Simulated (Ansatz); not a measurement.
Basis-set extrapolation for C3H10Si2, SMILES `C=C(C)[SiH2][SiH3]` (PBE0-D4/def2-TZVP geometry, frozen core, the Gaussian-basis code of Ansatz). Multiplicity 1, RHF reference.

|  | def2-TZVPP | def2-QZVPP |
| --- | --- | --- |
| HF | -697.331166 | -697.354444 |
| MP2 correlation | -0.756493 | -0.806221 |
| CCSD(T) correlation | -0.861676 | not run |

Energies in hartree. Use E(X) = E(∞) + A·exp(−7.88·√X) for Hartree–Fock and E(X) = E(∞) + B·X^(−2.97) for correlation, with X = 3 and 4, and add CCSD(T) minus MP2 of the smaller set to the MP2 limit.

Question: What is the CCSD(T) energy at the basis-set limit?

Answer: HF limit: -697.354444 + (-0.023278) × 0.13774 = -697.35765. MP2 limit: -0.806221 + (-0.049728) × 0.74074 = -0.84306. Higher-order term: -0.861676 − (-0.756493) = -0.10518. Total: -698.30589 hartree, 3.08 eV below CCSD(T)/def2-TZVPP.
